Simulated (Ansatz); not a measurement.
One change: `BOC(N)S` becomes `NCS`.

Ansatz, PBE0-D4/def2-TZVP geometries, multiplicity 1. Each molecule was computed in one conformer, which needn't be the lowest.

| property | `BOC(N)S` |
| --- | --- |
| HOMO–LUMO gap (PBE/def2-TZVPP) / eV | 4.29 |
| LUMO energy (PBE/def2-TZVPP) / eV | -1.71 |
| HOMO energy (PBE0/def2-TZVPP) / eV | -7.24 |
| HOMO energy (B3LYP/def2-TZVPP) / eV | -7.00 |
| HOMO–LUMO gap (PBE0/def2-TZVPP) / eV | 6.50 |
| size of the dipole moment (ωB97M-V/def2-TZVPP) / D | 1.27 |

(1) What does the change do to each property? (Best estimate.)

## Answers

(1) The calculation gave: 
```json
{"property": "HOMO–LUMO gap (PBE/def2-TZVPP) / eV", "`NCS`": "5.16", "shift": "0.87"}
{"property": "LUMO energy (PBE/def2-TZVPP) / eV", "`NCS`": "-0.50", "shift": "1.21"}
{"property": "HOMO energy (PBE0/def2-TZVPP) / eV", "`NCS`": "-6.94", "shift": "0.30"}
{"property": "HOMO energy (B3LYP/def2-TZVPP) / eV", "`NCS`": "-6.70", "shift": "0.30"}
{"property": "HOMO–LUMO gap (PBE0/def2-TZVPP) / eV", "`NCS`": "7.34", "shift": "0.84"}
{"property": "size of the dipole moment (ωB97M-V/def2-TZVPP) / D", "`NCS`": "2.53", "shift": "1.26"}
```

With PBE0 the HOMO rises by 0.30 eV and the LUMO rises by 1.13 eV, so the gap widens by about 0.83 eV. PBE moves the HOMO by 0.34 eV and ωB97M-V by 0.31 eV. Dipoles are sizes alone; their direction can turn.

B3LYP here is the variant with VWN-RPA as its local correlation; programs differ in this.
